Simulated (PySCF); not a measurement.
1,1-difluoroethane (C₂H₄F₂), SMILES CC(F)F.

Coordinates come from a PBE0-D3(BJ)/def2-SVP optimisation.

All values below come from TDDFT-M06-2X/def2-SVPD run with PySCF 2.14.0.

Vertical excitations. Isolated molecule, no solvent. State labels are in the subgroup Cs.

Problem. Estimate the UV-visible absorptions. (An estimate is asked for; the answer gives what the named calculation found.)

Solution. 
| state | symmetry | energy (eV) | λ (nm) | f | main pairs |
|---|---|---|---|---|---|
| S1 | A' | 9.59 | 129 | 0.016 | HOMO→LUMO 88 % |
| S2 | A' | 10.50 | 118 | 0.120 | HOMO→LUMO+1 85 % |
| S3 | A" | 10.63 | 117 | 0.000 | HOMO→LUMO+3 61 %, HOMO→LUMO+4 10 %, HOMO→LUMO+6 10 % |
| S4 | A' | 10.92 | 114 | 0.058 | HOMO−1→LUMO 82 % |
| S5 | A" | 10.97 | 113 | 0.074 | HOMO−2→LUMO 87 % |
| S6 | A' | 11.18 | 111 | 0.116 | HOMO→LUMO+2 77 % |
| S7 | A" | 11.55 | 107 | 0.016 | HOMO→LUMO+4 65 %, HOMO→LUMO+3 23 % |
| S8 | A' | 11.74 | 106 | 0.023 | HOMO−1→LUMO+1 32 %, HOMO→LUMO+5 32 %, HOMO−4→LUMO 20 % |
| S9 | A' | 11.78 | 105 | 0.052 | HOMO→LUMO+5 47 %, HOMO−1→LUMO+1 29 %, HOMO−4→LUMO 8 % |
| S10 | A" | 11.80 | 105 | 0.052 | HOMO−2→LUMO+1 56 %, HOMO−3→LUMO 30 % |
| T1 | A' | 9.41 | 132 | 0 | HOMO→LUMO 82 % |
| T2 | A" | 10.30 | 120 | 0 | HOMO→LUMO+3 47 %, HOMO→LUMO+4 15 %, HOMO→LUMO+6 12 %, HOMO→LUMO+10 10 % |
| T3 | A' | 10.35 | 120 | 0 | HOMO→LUMO+1 73 %, HOMO→LUMO 12 % |
| T4 | A' | 10.67 | 116 | 0 | HOMO−1→LUMO 59 %, HOMO→LUMO+2 21 % |
Triplets are in the Tamm–Dancoff approximation, which puts them higher than full response would, so one can lie above its singlet here.
